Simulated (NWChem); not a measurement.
Molecule: SiH$_{4}$S$_{3}$; SMILES [SiH](S)(S)S

```xyz
8

Si     0.0000     0.0000    -0.5304
S     -2.0098    -0.1056     0.2334
S      0.9135     1.7933     0.2334
S      1.0963    -1.6877     0.2334
H      0.0000     0.0000    -2.0344
H     -2.4702     0.8896    -0.5805
H      2.0055     1.6945    -0.5805
H      0.4647    -2.5841    -0.5805
```
Atoms are numbered in this order, from 1.

Computed with NWChem. Pople sets run with spherical d functions. Medium grid unless said otherwise, to which SCAN and Minnesota functionals are sensitive. All runs use the structure optimised with PBE-D3(BJ)/def2-SVP.

For level OLYP/6-31G*:

```
Quantity                     Value
---------------------------  -----
highest occupied level (eV)  -6.21
orbital gap (eV)              5.62
```

**Question.** Estimate the same quantities for level MN15-L/6-31G*.

**Answer.** 
| Quantity | Result |
|---|---|
| highest occupied level (eV) | -7.03 |
| orbital gap (eV) | 6.69 |
